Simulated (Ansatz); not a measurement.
Input file for Ansatz (a quantum-chemistry and plane-wave program): R-PBE0/def2-TZVPPD on CHIO2 (a complex). Elements past Kr take the def2 small-core potentials; no spin–orbit coupling. Files ending in .json are basis or fitting sets from the Basis Set Exchange.

Ansatz 0.2 input:
```yaml
crystal:
  periodic: [false, false, false]
  atoms:
    - {symbol: O, position_ang: [1.13097344, -0.11991734, -0.02415050]}
    - {symbol: C, position_ang: [-0.00881629, 0.04349541, 0.10863795]}
    - {symbol: O, position_ang: [-1.15079624, 0.20741376, 0.23111172]}
    - {symbol: I, position_ang: [0.09519646, -0.03961787, 3.80816139]}
    - {symbol: H, position_ang: [-1.49075591, 0.19498922, 3.60913124]}
basis:
  gaussian:
    orbitals: def2-TZVPPD.json
hamiltonian:
  xc: {name: PBE0}
scf: {lower_state_search: off}
```

Output:

```
WARN ansatz: RAYON_NUM_THREADS=1 ignored (pool sized by the plan → 1); use --threads N
Functional definition: PBE0
these checks for a lower state are left out or cut short: stability, starts, cluster_reference, orbital_swaps, neighbouring_geometries, increment
integrals: 0.09 GiB planned
1060 factors; their error is unknown
mean field: 0.86 GiB planned
mean field evaluation 1: about -13242.4575 eV, gradient 4.8e1 eV
mean field evaluation 2: about -13238.1046 eV, gradient 7.1e1 eV
mean field evaluation 4: about -13245.8732 eV, gradient 9.0e-1 eV
mean field evaluation 8: about -13245.8759 eV, gradient 5.2e-2 eV
mean field evaluation 16: about -13246.1405 eV, gradient 2.9e-5 eV
mean field -13246.14053161 eV, -486.7866859800 hartree, gradient 8.4e-6 eV, S^2 0.000000; 0 other end points of the search recorded, 0 dependent functions left out
reference -13246.14057323 eV, -486.7866875096 hartree; 24, 24 occupied and 169, 169 virtual orbitals, 1060 factors
Total energy: -13246.14057323 eV, -486.7866875096 hartree
Checks for a lower state left out: stability, starts, cluster_reference, orbital_swaps, neighbouring_geometries, increment
```

The run converged.

Cost: about 3 core-seconds (a rough figure).
